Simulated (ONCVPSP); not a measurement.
**N (Z = 7): one change to an ONCV potential, before and after**

nitrogen (N), optimised norm-conserving Vanderbilt (ONCV), made with ONCVPSP 4.0.1 (PBEsol, scalar-relativistic). Core [He], reference 2s2 2p2.5 (charge +0.5). Waves: 2s: rc 0.95 bohr, ncon 4, nbas 8, qcut 8.7 1/bohr, 1 projector; 2p: rc 2.50 bohr, ncon 4, nbas 8, qcut 4.8 1/bohr, 3 projectors, debl 2.8 Ha. Local part: polynomial inside 0.65 bohr (lpopt 3, dvloc0 0 Ha). Core correction: Teter function fitted to the true core (icmod 2), fcfact 0.25.

All-electron outer shells of the reference configuration (PBEsol, scalar-relativistic, ld1.x):

```csv
shell,level (eV),outermost node (bohr),outermost maximum (bohr)
1s,-390.86,–,0.15
2s,-24.98,0.32,1.00
2p,-13.37,–,0.94
```

Change: all radii but the core radius scaled by about 0.80 (s 0.76, p 2.00 bohr); local potential polynomial inside 0.52 bohr (lpopt 3, dvloc0 0 Ha).

Cutoffs: the cutoffs (Ha) at which the residual kinetic energy of the hardest occupied pseudo-wave falls to 1 and 0.1 mHa per electron; they do not see the model core or the augmentation charge, which bear on the density cutoff. Errors are all-electron minus pseudo energies relative to the spin-unpolarised reference configuration.

Task: Predict the effect on cutoff, ghosts and configuration errors.

Result: The potential gets neither clearly harder nor softer (30 Ha and 39 Ha → 30 Ha and 110 Ha); the s channel sets the loose cutoff, while the largest relative change is in p, which becomes harder; of the 4 tests that both files solve, the error grows in 1 and shrinks in 3 by more than 15 % and 0.3 meV (median size 59.9 → 54.6 meV); neither file shows a bound ghost.

| quantity | base | changed |
| --- | --- | --- |
| cutoff, loose | 30 Ha | 30 Ha |
| cutoff, tight | 39 Ha | 110 Ha |
| loose cutoff by channel | s 30 Ha, p 9.5 Ha | s 30 Ha, p 16 Ha |
| bound ghosts | none | none |
| GHOST(+) flags under 300 eV | none | none |
| error for 2s2 2p3, meV [ΔE -5.06 eV] | +37 | +19 |
| error for 2s2 2p2, meV [ΔE 8.46 eV] | +70 | +39 |
| error for 2s2 2p1, meV [ΔE 37.20 eV] | +1007 | +601 |
| error for 2s0 2p5, meV [ΔE 17.83 eV] | +50 | +70 |
| rms error of d²Exc/dni dnj with the model core, mHa | 0.70 | 0.98 |
